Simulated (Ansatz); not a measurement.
`N[Si](F)([SiH3])Cl` + HCl → `N[Si](F)(Cl)Cl` + SiH₄  (cleavage of the Si–Si bond)

Computed with Ansatz on PBE0-D4/def2-TZVP structures; ΔE is electronic, products minus reactants. CCSD(T)/CBS is the MP2 limit (def2-TZVPP, def2-QZVPP) plus CCSD(T) − MP2 in def2-TZVPP, frozen cores. This one scheme is used for every species. Functionals use def2-TZVPP. HSE06 is defined as in plane-wave codes. One conformer a species, not always the lowest.

```json
{"level": "LDA (SPW92)", "ΔE (kJ/mol)": "-96.3", "difference from CCSD(T)/CBS": "12.0"}
{"level": "r2SCANh-D4", "ΔE (kJ/mol)": "-109.7", "difference from CCSD(T)/CBS": "-1.4"}
{"level": "HSE06-D4", "ΔE (kJ/mol)": "-99.7", "difference from CCSD(T)/CBS": "8.6"}
{"level": "r2SCAN", "ΔE (kJ/mol)": "-109.1", "difference from CCSD(T)/CBS": "-0.8"}
{"level": "PBE0", "ΔE (kJ/mol)": "-101.1", "difference from CCSD(T)/CBS": "7.2"}
{"level": "HSE06", "ΔE (kJ/mol)": "-101.1", "difference from CCSD(T)/CBS": "7.2"}
{"level": "LC-ωPBE", "ΔE (kJ/mol)": "-107.0", "difference from CCSD(T)/CBS": "1.3"}
{"level": "CCSD/def2-SVP", "ΔE (kJ/mol)": "-111.1", "difference from CCSD(T)/CBS": "-2.8"}
{"level": "HF/def2-QZVPP", "ΔE (kJ/mol)": "-125.5", "difference from CCSD(T)/CBS": "-17.2"}
{"level": "MP2/def2-QZVPP", "ΔE (kJ/mol)": "-118.0", "difference from CCSD(T)/CBS": "-9.7"}
{"level": "CCSD(T)/CBS", "ΔE (kJ/mol)": "-108.3", "difference from CCSD(T)/CBS": "0"}
```

Largest T1 diagnostic among the species: 0.011.

In def2-TZVPP, CCSD(T) changes the Hartree–Fock value by +17.4 kJ/mol (the triples alone add +1.6 kJ/mol) and MP2 by +7.6 kJ/mol. From BLYP to BHLYP (50 % exact exchange), in def2-TZVPP and without D4, ΔE moves by −14.6 kJ/mol. Leaving LDA and LC-ωPBE aside and taking each functional with its dispersion term where it has one, the values, not all of them listed here, spread over 22.6 kJ/mol, from ωB97M-V to PBE-D4.
